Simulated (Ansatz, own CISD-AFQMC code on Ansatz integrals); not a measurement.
C2H4N2, SMILES `N=C=CN` (charge 0, multiplicity 1).

Cartesian coordinates (Å):
SMILES: N=C=CN
```xyz
8

N      2.1018     0.0645    -0.1913
C      0.9162    -0.2137    -0.0316
C     -0.3524    -0.5305     0.0420
N     -1.4361     0.3952     0.0528
H      2.6035     0.3139     0.6647
H     -0.6088    -1.5695     0.2061
H     -2.1038     0.1903    -0.6821
H     -1.1204     1.3498    -0.0606
```
Charge 0, multiplicity 1.

Frozen-core correlation energies in cc-pVDZ at a geometry from B3LYP-D3(BJ)/def2-TZVP, on an HF energy of -186.90814 Ha (<S^2> = 0.00). Wave-function levels are from Ansatz, the walk from an own CISD-AFQMC code on Ansatz integrals (time step 0.005/Ha, trial state from CCSD amplitudes, largest double 0.05).

```tsv
level	correlation energy (mHa)
MP2	-586.3
CCSD	-617.5
CCSD(T)	-640.0
```

Problem. What correlation energy does phaseless AFQMC give, and where does it lie among these levels?

Solution. -642.7 ± 0.4 mHa (one standard error). AFQMC minus each level: MP2 -56.4 mHa, CCSD -25.3 mHa, CCSD(T) -2.8 mHa.
